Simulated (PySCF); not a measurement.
**Spinor energies of Kr³⁺ (krypton, charge +3)**

Start: [Ar] 3d10 4s2 4p3; 4p3/2 filled at m_j = -1/2, +1/2, +3/2. Calculated with PySCF 2.14 in x2c-SVPall-2c with one added diffuse shell each of s, p, d type (6s7p4d, 47 functions): generalised Hartree-Fock with the X2C-1e Hamiltonian and a Gaussian nucleus; one run each with spin-orbit coupling (SO) switched off, then screened by Boettger's factors. This is a chosen level, not necessarily the ground level.

```csv
spinor shell,electrons,"ε, spin-free (eV)","ε, screened SO (eV)",weight of nominal j (screened SO),"rms radius, screened SO (bohr)"
1s1/2,2,-14440.7,-14440.4,1.000,0.0478
2s1/2,2,-2000.2,-2000.1,1.000,0.199
2p1/2,2,-1768.3,-1805.4,1.000,0.175
2p3/2,4,-1768.3,-1750.5,1.000,0.178
3s1/2,2,-345.33,-345.30,1.000,0.565
3p1/2,2,-268.81,-274.69,0.994,0.574
3p3/2,4,-268.81,-265.95,0.997,0.584
3d3/2,4,-142.08,-142.96,0.950,0.609
3d5/2,6,-142.08,-141.46,0.966,0.610
4s1/2,2,-66.106,-66.095,1.000,1.58
4p3/2,3,-51.095,-51.093,0.611,1.79
```

```
   quantity    spin-free  screened SO
E (hartree)  -2785.04863  -2785.19439
        M_J          3/2          3/2
       ⟨J²⟩        3.751        3.751
       ⟨L²⟩        0.000        0.035
       ⟨S²⟩        3.751        3.706
```

Each row is a mean over spinors that exchange with the open shell spreads, by up to 10.553 eV (4s1/2).

Rows whose weight is well below 1 are mixtures of j = l ± 1/2: exchange outweighs spin-orbit coupling there, and the label is only the starting occupation.

Without spin-orbit coupling the j labels of p, d and f shells carry no meaning; the spin-free column gives the mean over the occupied spinors of each nl shell.
